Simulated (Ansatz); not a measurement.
A search over several starts for the lowest SCF solution of B₂P₂⁻ at the given spin, in a small basis.

```yaml
crystal:
  periodic: [false, false, false]
  atoms:
    - {symbol: B, position_ang: [-0.832575, 0.092380, -0.014040]}
    - {symbol: B, position_ang: [0.832574, -0.092437, 0.013781]}
    - {symbol: P, position_ang: [-0.169749, -1.581590, -0.347612]}
    - {symbol: P, position_ang: [0.169750, 1.581647, 0.347871]}
basis:
  gaussian: {orbitals: def2-SVP}
total_charge: -1
magnetization: {spin_polarized: true, initial_magnetization: 1}
hamiltonian: {xc: pbe0, dispersion: d4}
output: {orbitals: {seedname: orbitals}}
```

```sh
$ ansatz run in.yaml --threads 4 --pin off --events-out ev --progress --plain --max-ram 3916MiB
```

Output, abridged:

```
Functional definition: PBE0
605 factors; integrals over basis functions are off by at most 1.3e-3 eV
mean field evaluation 1: about -19911.6535 eV, gradient 1.5e1 eV
mean field evaluation 2: about -19906.6654 eV, gradient 3.1e1 eV
mean field evaluation 4: about -19913.2425 eV, gradient 1.6e0 eV
mean field evaluation 8: about -19913.3316 eV, gradient 7.8e-2 eV
mean field evaluation 16: about -19913.3318 eV, gradient 7.1e-4 eV
mean field evaluation 32: about -19913.7223 eV, gradient 1.6e-5 eV
mean field -19913.72233599 eV, -731.8157978419 hartree, gradient 1.6e-5 eV, S^2 0.775216; 2 other end points of the search recorded, 0 dependent functions left out
reference -19913.72235543 eV, -731.8157985564 hartree; 21, 20 occupied and 43, 44 virtual orbitals, 605 factors
Total energy: -19913.85889545 eV, -731.8208163095 hartree
```

Hardware: 4 threads of Arm Neoverse V2 on a shared host. Wall time 1.1 s.

The highest occupied level of the charge -1 doublet lies above zero (up to 0.06 eV). It is a level of α spin, whose loss leaves a singlet; that state wasn't run at this geometry and level. The electron is either unbound and held by the finite basis, or the level is raised by self-interaction error. The structure comes from a short search, and lower isomers may exist.
